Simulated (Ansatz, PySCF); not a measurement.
Process, species as SMILES: CCCC[C](C)Cl → [CH2]CCC[C@H](C)Cl
Geometries: B3LYP-D3(BJ)/def2-TZVP minima from Ansatz (a first-principles code), one conformer each, not searched for the lowest. Frequencies are from Ansatz or PySCF.

Wanted: isomerisation energy (enthalpy at 298 K, with B3LYP-D3(BJ) rigid-rotor harmonic-oscillator terms), in kcal/mol. Valence correlation only, unless marked. Open shells are spin-unrestricted. No spin-orbit coupling. No relativistic terms. CBS marks a two-point X^-3 extrapolation of the correlation energy; Hartree-Fock from the larger set. [CCSD(T)-MP2]/basis is that difference in the basis named.

```csv
level,program,isomerisation energy (kcal/mol)
HF/6-31G,Ansatz,0.4
PBE-D4/def2-TZVPD,Ansatz + dftd4,7.6
```

Predict the RI-MP2/CBS(cc-pV(T+d)Z,cc-pV(Q+d)Z)+[CCSD(T)-MP2]/cc-pV(T+d)Z result (Ansatz).

4.8 kcal/mol, so PBE-D4/def2-TZVPD differs from it by 2.8 kcal/mol.
